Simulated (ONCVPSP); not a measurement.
**Before and after: ONCV potential for neon**

```json
{
 "Element": "Ne",
 "Generator": "ONCVPSP 4.0.1",
 "Type": "optimised norm-conserving Vanderbilt (ONCV)",
 "Functional": "PBE",
 "Relativity": "non-relativistic",
 "Frozen core": "[He]",
 "Valence charge": "8",
 "Reference configuration": "2s2 2p4.5 (charge +1.5)",
 "Partial waves": "2s: rc 0.45 bohr, ncon 3, nbas 6, qcut 15.7 1/bohr, 2 projectors, debl 1.1 Ha; 2p: rc 1.30 bohr, ncon 4, nbas 8, qcut 10.6 1/bohr, 2 projectors, debl 1.2 Ha",
 "Local potential": "polynomial inside 0.35 bohr (lpopt 5, dvloc0 3 Ha)",
 "Core correction": "Teter function, fcfact 2, rcfact 1.75"
}
```

In the s channel the program set the typed energies aside and used -2.439, 0.250 Ha. In the p channel the program set the typed energies aside and used -1.585, 0.250 Ha.

All-electron outer shells of the reference configuration (PBE, non-relativistic, ld1.x):

```csv
shell,level (eV),outermost node (bohr),outermost maximum (bohr)
1s,-865.64,–,0.10
2s,-66.38,0.22,0.67
2p,-43.14,–,0.59
```

Change: reference 2s2 2p3. In the s channel the program set the typed energies aside and used -3.791, 0.250 Ha. In the p channel the program set the typed energies aside and used -2.960, 0.250 Ha.

Cutoffs: the cutoffs (Ha) at which the residual kinetic energy of the hardest occupied pseudo-wave falls to 1 and 0.1 mHa per electron; they do not see the model core or the augmentation charge, which bear on the density cutoff. Errors are all-electron minus pseudo energies relative to the spin-unpolarised reference configuration.

Task: What does the change do?

Result: The potential gets neither clearly harder nor softer (524 Ha and 964 Ha → 565 Ha and 982 Ha); both files keep a bound ghost (s).

| quantity | base | changed |
| --- | --- | --- |
| cutoff, loose | 524 Ha | 565 Ha |
| cutoff, tight | 964 Ha | 982 Ha |
| loose cutoff by channel | s 524 Ha, p 43 Ha | s 565 Ha, p 43 Ha |
| bound ghosts | s | s |
| GHOST(+) flags under 300 eV | none | none |
| largest error over its own tests, meV | +1714 | +1309 |
| s: phases at 0.46 bohr within 0.05 rad from the reference energy up to (Ha; the scan ends near 5) | to the end of the scan | to the end of the scan |
| p: phases at 1.32 bohr within 0.05 rad from the reference energy up to (Ha; the scan ends near 5) | to the end of the scan | to the end of the scan |
| rms error of d²Exc/dni dnj with the model core, mHa | 2.56 | 3.51 |

 A true bound ghost makes a file unfit for plane-wave use even where its test errors are small: the radial tests pick states by their node count and pass the ghost by.
